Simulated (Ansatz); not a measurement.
Reaction (ligand exchange at the Si–N bond): `C[SiH2]N[SiH](O)O` + `O[SiH](O)F` → `O[SiH](O)O[SiH](O)F` + `C[SiH2]N`

Program: Ansatz. Geometries: PBE0-D4/def2-TZVP. ΔE: electronic, gas phase. CCSD(T)/CBS is the MP2 limit (def2-TZVPP, def2-QZVPP) plus CCSD(T) − MP2 in def2-TZVPP, frozen cores. This one scheme is used for every species. Functionals use def2-TZVPP. B3LYP here is the variant with VWN-RPA as its local correlation; programs differ in this. Each species was taken in one conformer, which may not be the lowest.

Is it downhill or uphill in electronic energy at CCSD(T)/CBS, and by how much? (Estimate.)

The calculation gave: Downhill: ΔE = -0.57 eV.

What do these levels give: B3LYP-D4, ωB97X-V, B2PLYP, r2SCAN, PBE0, B3LYP, HF/def2-TZVPP, MP2/def2-TZVPP, CCSD/def2-TZVPP, HF/def2-QZVPP, SCS-MP2/def2-QZVPP, CCSD/CBS(def2)? (An estimate is asked.)

The calculation gave: B3LYP-D4 -0.61, ωB97X-V -0.58, B2PLYP -0.60, r2SCAN -0.59, PBE0 -0.54, B3LYP -0.61, HF/def2-TZVPP -0.69, MP2/def2-TZVPP -0.55, CCSD/def2-TZVPP -0.58, HF/def2-QZVPP -0.70, SCS-MP2/def2-QZVPP -0.58, CCSD/CBS(def2) -0.59 eV.

Largest T1 diagnostic among the species: 0.012.

In def2-TZVPP, CCSD(T) changes the Hartree–Fock value by +0.12 eV (the triples alone add +0.02 eV) and MP2 by +0.13 eV.
